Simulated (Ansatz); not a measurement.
Cost and result up the ladder for TiFCl3 (TiCl₃F) (5 atoms). Charge 0, multiplicity 1. Geometry: PBE-D4/def2-SVP.

Cartesian coordinates in Å:
```
Ti -0.0033 -0.0325 0.0736
F -0.0744 -0.7322 1.6576
Cl 1.6758 1.3511 -0.0189
Cl -1.8618 1.0325 -0.3183
Cl 0.2638 -1.6189 -1.3941
```

Ansatz on 4 threads of Arm Neoverse V2 on a shared host. Times are rough, and most runs start from the orbitals of an earlier one. ωB97M-V/def2-TZVP serves as the yardstick here, not as an exact answer. Differences are given only for rows in sets of like size (and for xTB, whose basis is part of the method), since another set adds its own error. Binding counts from free atoms at the same level (Ti triplet, F doublet, Cl doublet; other spins of the atoms weren't run), without zero-point energy or a counterpoise term.

LC-ωPBE has ω = 0.4 bohr⁻¹. Correlated methods freeze 21 core orbitals; core or outer-core shells of Ti are correlated, in sets that lack core-valence functions.

Correlated methods converge slowly with the basis.

```tsv
level	functions	wall time	binding energy per atom (eV)	difference from ωB97M-V/def2-TZVP (eV)	remarks
HF/STO-3G	50	0.2 s	4.62	–	–
PBE-D4/def2-SVP	99	1 s	4.32	–	–
PBE0-D4/def2-SVP	99	1.6 s	3.93	–	–
LC-ωPBE/def2-TZVP	187	2.8 s	3.82	-0.02	–
PBE0-D4/def2-TZVP	187	3.4 s	3.92	0.09	–
CAM-B3LYP-D4/def2-TZVP	187	3.7 s	3.83	-0.01	–
PBE0-D4/def2-TZVPD	226	4.9 s	3.92	0.09	–
PBE-QIDH/def2-TZVP	187	5 s	3.85	0.02	test for broken spin undecided
ωB97X-V/def2-TZVP	187	8 s	3.88	0.04	–
ωB97M-V/def2-TZVP	187	10 s	3.84	0.00	–
CCSD(T)/def2-TZVP	187	74 s	3.80	-0.04	–
```
